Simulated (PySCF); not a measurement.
This PySCF input asks for the NMR shieldings of `N1([Si@H](C)O[SiH3])CCCC1`, C5H15NOSi2; the geometry comes from GFN2-xTB.

```python
import basis_set_exchange as bse
import numpy as np
from pyscf import gto, dft
from pyscf.prop import nmr

atoms = """
C     1.247700   -2.334459   -0.810760
Si    1.005843   -0.470746   -1.036146
O     2.208273    0.375309   -0.338751
Si    3.182927    0.851990    0.855335
N    -0.451423    0.007916   -0.278695
C    -0.703028    1.373709    0.161416
C    -2.215734    1.468573    0.371733
C    -2.614236    0.017237    0.624463
C    -1.699849   -0.724420   -0.344115
H     1.149884   -2.635406    0.228479
H     2.236807   -2.627274   -1.147332
H     0.526371   -2.898599   -1.392426
H     1.151531   -0.065526   -2.443900
H     3.581202    2.208244    0.483910
H     2.462177    0.833910    2.129870
H     4.315783   -0.073233    0.895276
H    -0.161599    1.552821    1.097008
H    -0.344317    2.101605   -0.570653
H    -2.700674    1.829861   -0.536392
H    -2.477422    2.132458    1.193638
H    -2.376190   -0.264617    1.650387
H    -3.669169   -0.174512    0.438457
H    -2.124596   -0.696986   -1.358531
H    -1.541998   -1.768090   -0.070509
"""
names = dict.fromkeys(["C", "Si", "O", "N", "H"], "pcSseg-1")
basis = {el: gto.basis.parse(bse.get_basis(n, elements=[el], fmt="nwchem")) for el, n in names.items()}
mol = gto.M(atom=atoms, basis=basis, charge=0, verbose=0)
mf = dft.RKS(mol, xc="PBE0")
mf.grids.level = 2
mf.grids.alignment = dft.numint.BLKSIZE   # the property module wants whole blocks of grid points
mf.conv_tol = 1e-9
mf.kernel()

calc = nmr.RKS(mf)   # GIAO
C = mf.mo_coeff
Co = C[:, mf.mo_occ > 0]
resp = mf.gen_response(singlet=True, hermi=2)
def vind(x):   # induced exchange potential for any number of trial vectors
    d = np.einsum("pi,xij,qj->xpq", C, 2 * x.reshape(-1, C.shape[1], Co.shape[1]), Co, optimize=True)
    return np.einsum("xpq,pi,qj->xij", resp(d - d.transpose(0, 2, 1)), C, Co, optimize=True).ravel()
mo1, _ = nmr.rhf.solve_mo1(calc, with_cphf=vind)
sigma = calc.kernel(mo1)
for i, s in enumerate(sigma):   # ppm
    print("%2d %-2s %9.2f" % (i, mol.atom_pure_symbol(i), np.trace(s) / 3))
```

Question: Give the expected output.

Answer: 
```
 0 C     186.58
 1 Si    373.45
 2 O     305.81
 3 Si    396.29
 4 N     219.73
 5 C     137.95
 6 C     156.86
 7 C     155.77
 8 C     137.73
 9 H      31.53
10 H      31.52
11 H      31.57
12 H      26.49
13 H      26.58
14 H      26.51
15 H      26.54
16 H      28.30
17 H      28.43
18 H      29.94
19 H      29.73
20 H      29.94
21 H      29.92
22 H      28.79
23 H      28.57
```

These numbers come from an equivalent density-fitted implementation of the same equations, which agrees with the script to about 0.01 ppm for H and up to a few tenths of a ppm for heavy atoms, so last digits may differ.

Question: Turn these shieldings into chemical shifts. Referencing at the same level of theory: TMS for 13C (186.93 ppm), 29Si (349.16 ppm), 1H (31.72 ppm); 17O (336.08 ppm) vs H2O; 15N (267.73 ppm) against NH3.

Answer: Averaging equivalent atoms: C 5/8: 49.1; C 6/7: 30.6; C 0: 0.3; Si 1: -24.3; Si 3: -47.1; O 2: 30.3; N 4: 48.0; H 12: 5.22; H 13/14/15: 5.17; H 17/23: 3.22; H 16/22: 3.17; H 19/21: 1.89; H 18/20: 1.77; H 9/10/11: 0.18 ppm. Experimental scales use liquid or dissolved standards, which lie at an offset from isolated NH3 (liquid NH3: subtract about 20 ppm) and H2O (liquid H2O: subtract about 36 ppm).

Size and cost of the density-fitted run: 242 basis functions, 120 s wall time on 1 thread of an Arm Neoverse N1, shared host.
